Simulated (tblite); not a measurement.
A geometry optimisation, step by step.

Species: C2H12GeOSi2.
Bonds: C1–Si2, Si2–Si3, Si3–O4, O4–C5, C5–Ge6. Hydrogens: H7, H8, H9 on C1; H10, H11 on Si2; H12, H13 on Si3; H14, H15 on C5; H16, H17, H18 on Ge6.

Computed with GFN2-xTB (tblite), gas phase: L-BFGS steps from a force-field or distance-geometry start until the largest atomic force falls under 0.01 eV/Å. 6 of its 146 geometries are shown.

Step 0: E = -539.9476 eV, largest atomic force 2.236 eV/Å
```
atom  x, y, z in Å  |  force x, y, z in eV/Å
C1     -2.798    0.992    0.120    0.328  -0.076   0.230
Si2    -2.520   -0.770   -0.481   -0.454  -0.149   0.219
Si3    -0.345   -1.285   -0.294    0.621   1.452  -0.062
O4      0.657    0.034   -0.781   -1.027  -1.770   0.902
C5      1.925   -0.286   -0.269    0.395  -0.067   0.040
Ge6     3.198    1.109   -0.734    0.228   0.903  -0.221
H7     -3.875    1.163    0.316    0.961   0.339  -0.020
H8     -2.160    1.069    1.039   -0.919   0.390  -0.666
H9     -2.377    1.658   -0.650   -0.497   0.056   0.589
H10    -3.054   -1.005   -1.804   -0.275  -0.067  -0.301
H11    -3.240   -1.625    0.486   -0.001  -0.055  -0.210
H12    -0.041   -1.530    1.139    0.086  -0.031  -0.212
H13     0.053   -2.463   -1.018    0.357  -0.431  -0.260
H14     2.210   -1.276   -0.674    0.184   0.349   0.581
H15     1.890   -0.287    0.839    0.044  -0.478  -0.399
H16     4.568    0.905   -0.017   -0.612   0.126  -0.428
H17     3.343    1.159   -2.265    0.108   0.130   0.565
H18     2.557    2.444   -0.229    0.475  -0.620  -0.347
```

Step 29: E = -540.5833 eV, largest atomic force 0.145 eV/Å
```
atom  x, y, z in Å  |  force x, y, z in eV/Å
C1     -2.830    1.070    0.100    0.052   0.071   0.019
Si2    -2.477   -0.700   -0.479   -0.096  -0.020  -0.061
Si3    -0.351   -1.494   -0.183   -0.007  -0.004  -0.049
O4      0.692   -0.271   -0.477    0.025  -0.012  -0.004
C5      2.060   -0.351   -0.171    0.095   0.029  -0.004
Ge6     3.087    1.224   -0.806    0.096  -0.081   0.030
H7     -3.897    1.241    0.210    0.012   0.036  -0.011
H8     -2.358    1.280    1.054   -0.009  -0.008   0.104
H9     -2.444    1.794   -0.608   -0.005   0.077  -0.071
H10    -2.996   -0.794   -1.853    0.040  -0.048   0.015
H11    -3.334   -1.576    0.337   -0.019  -0.038  -0.039
H12    -0.114   -1.965    1.191    0.065  -0.043   0.062
H13     0.003   -2.655   -1.023    0.054   0.063   0.031
H14     2.497   -1.254   -0.612   -0.033  -0.025  -0.027
H15     2.188   -0.450    0.914   -0.019   0.016   0.005
H16     4.476    1.117   -0.244   -0.044  -0.009  -0.020
H17     3.246    1.262   -2.296   -0.118   0.030   0.079
H18     2.543    2.531   -0.330   -0.088  -0.033  -0.060
```

Step 58: E = -540.6409 eV, largest atomic force 0.095 eV/Å
```
atom  x, y, z in Å  |  force x, y, z in eV/Å
C1     -2.735    1.128    0.085    0.017   0.018   0.021
Si2    -2.400   -0.646   -0.514   -0.042   0.011  -0.046
Si3    -0.323   -1.523   -0.092    0.020   0.016  -0.013
O4      0.739   -0.298   -0.288    0.045  -0.065   0.040
C5      2.127   -0.447   -0.090   -0.025   0.027  -0.022
Ge6     2.942    1.200   -0.817   -0.019  -0.028   0.059
H7     -3.798    1.355    0.057    0.041   0.008   0.003
H8     -2.391    1.277    1.105   -0.018  -0.004  -0.005
H9     -2.225    1.858   -0.540    0.006  -0.020   0.016
H10    -2.788   -0.680   -1.935    0.022  -0.030   0.018
H11    -3.351   -1.538    0.173   -0.003   0.028  -0.022
H12    -0.138   -2.082    1.260    0.022  -0.010   0.015
H13     0.104   -2.617   -0.986   -0.014  -0.019   0.013
H14     2.487   -1.344   -0.605   -0.002   0.045   0.050
H15     2.339   -0.581    0.978   -0.030   0.010  -0.090
H16     4.395    1.341   -0.476   -0.034   0.000  -0.005
H17     2.809    1.226   -2.300   -0.003  -0.006  -0.060
H18     2.198    2.379   -0.290    0.017   0.021   0.030
```

Step 87: E = -540.6688 eV, largest atomic force 0.022 eV/Å
```
atom  x, y, z in Å  |  force x, y, z in eV/Å
C1     -2.494    1.109    0.084   -0.005   0.002  -0.004
Si2    -2.349   -0.662   -0.595    0.003  -0.008   0.016
Si3    -0.356   -1.643   -0.002    0.000   0.003   0.000
O4      0.674   -0.406   -0.259    0.000   0.000  -0.002
C5      2.068   -0.437   -0.083    0.001  -0.009   0.004
Ge6     2.724    1.263   -0.845    0.005  -0.020   0.005
H7     -3.460    1.553   -0.140   -0.011   0.013  -0.010
H8     -2.367    1.123    1.164   -0.007  -0.001  -0.001
H9     -1.726    1.748   -0.343    0.012   0.015  -0.004
H10    -2.595   -0.618   -2.046    0.005   0.009   0.019
H11    -3.459   -1.449   -0.034    0.009  -0.019  -0.004
H12    -0.203   -2.110    1.390    0.003   0.010  -0.013
H13     0.102   -2.794   -0.802   -0.007  -0.017  -0.001
H14     2.494   -1.313   -0.583    0.006   0.011  -0.017
H15     2.308   -0.532    0.981   -0.008   0.006   0.005
H16     4.207    1.430   -0.714   -0.010   0.011   0.002
H17     2.369    1.338   -2.292   -0.004  -0.001   0.003
H18     2.052    2.406   -0.160    0.009  -0.004   0.001
```

Step 116: E = -540.6710 eV, largest atomic force 0.017 eV/Å
```
atom  x, y, z in Å  |  force x, y, z in eV/Å
C1     -2.493    1.119    0.081   -0.001  -0.002  -0.004
Si2    -2.339   -0.657   -0.586    0.006   0.004   0.010
Si3    -0.351   -1.650   -0.001    0.010  -0.004  -0.002
O4      0.691   -0.434   -0.308   -0.007  -0.007   0.003
C5      2.081   -0.454   -0.100   -0.010  -0.003  -0.001
Ge6     2.712    1.266   -0.835    0.016   0.000  -0.005
H7     -3.433    1.581   -0.210   -0.003   0.003   0.001
H8     -2.440    1.134    1.166   -0.004   0.001   0.004
H9     -1.686    1.742   -0.295    0.004  -0.001  -0.003
H10    -2.583   -0.609   -2.037   -0.001  -0.002  -0.008
H11    -3.445   -1.451   -0.026   -0.003  -0.007  -0.002
H12    -0.174   -2.072    1.401   -0.004   0.002   0.009
H13     0.070   -2.837   -0.768   -0.001   0.010   0.002
H14     2.528   -1.316   -0.604   -0.002   0.007  -0.006
H15     2.297   -0.560    0.968    0.004  -0.002  -0.003
H16     4.194    1.461   -0.729   -0.001  -0.002   0.003
H17     2.324    1.354   -2.272    0.001   0.005  -0.005
H18     2.039    2.390   -0.120   -0.003  -0.002   0.005
```

Step 145: E = -540.6724 eV, largest atomic force 0.009 eV/Å
```
atom  x, y, z in Å  |  force x, y, z in eV/Å
C1     -2.513    1.120    0.071   -0.001  -0.001  -0.003
Si2    -2.343   -0.663   -0.573    0.000   0.003  -0.004
Si3    -0.352   -1.636    0.034    0.006  -0.003  -0.004
O4      0.691   -0.436   -0.326    0.002  -0.002  -0.003
C5      2.086   -0.472   -0.155    0.006   0.003  -0.001
Ge6     2.724    1.272   -0.825    0.000  -0.001   0.001
H7     -3.427    1.593   -0.279   -0.003  -0.001  -0.003
H8     -2.527    1.144    1.158    0.007  -0.002   0.001
H9     -1.675    1.729   -0.260   -0.005  -0.002   0.001
H10    -2.577   -0.635   -2.027    0.002   0.001   0.008
H11    -3.445   -1.463   -0.013   -0.003   0.002  -0.002
H12    -0.160   -2.006    1.449   -0.003  -0.004   0.005
H13     0.058   -2.850   -0.697   -0.003   0.004   0.007
H14     2.512   -1.315   -0.709   -0.002   0.004  -0.004
H15     2.333   -0.627    0.900   -0.008  -0.001  -0.001
H16     4.204    1.456   -0.690    0.005   0.000  -0.005
H17     2.357    1.425   -2.263    0.000  -0.002   0.005
H18     2.045    2.368   -0.072   -0.003   0.001   0.003
```

Task: Summarise the path.

Result: The energy falls by 69.94 kJ/mol from step 0 to step 145; nine tenths of that is first reached at step 34. It falls at every step. The largest force goes from 2.236 to 0.009 eV/Å. Among the bonds Si3–O4 changes most, from 1.727 to 1.630 Å; the atoms move by 0.607 Å rms after alignment.

The cost below is that of the whole relaxation. The run took 1.1 s of wall time on an Arm Neoverse V2 with one thread, shared host with 192 logical CPUs at a one-minute load of 71.
